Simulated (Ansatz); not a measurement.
A structure relaxed at PBE0-D4/def2-TZVP, charge 0, multiplicity 1:

Cartesian coordinates in Å:
```
C 0.077 -0.590 1.350
N 0.035 -0.036 0.016
C 1.063 -0.594 -0.833
Y -1.352 1.403 -0.613
Cl -1.153 2.145 -2.962
Cl -2.983 2.152 1.086
H 1.041 -0.395 1.843
H -0.069 -1.680 1.344
H -0.708 -0.157 1.980
H 1.017 -0.164 -1.840
H 0.961 -1.684 -0.935
H 2.070 -0.398 -0.436
```

(1) Give its formula and SMILES.

(2) Point group (tolerance 0.08 Å, 0.16 Å for H)?

(3) Summarise the bond lengths by kind.

Results:

(1) C2H6Cl2NY, `C[N](C)[Y]([Cl])[Cl]`.

(2) C2v.

(3) 2 × C–N 1.445 Å; 6 × C–H 1.095 to 1.100 Å; 1 × N–Y 2.096 Å; 2 × Cl–Y 2.471 Å.

Program: Ansatz 0.2.0.
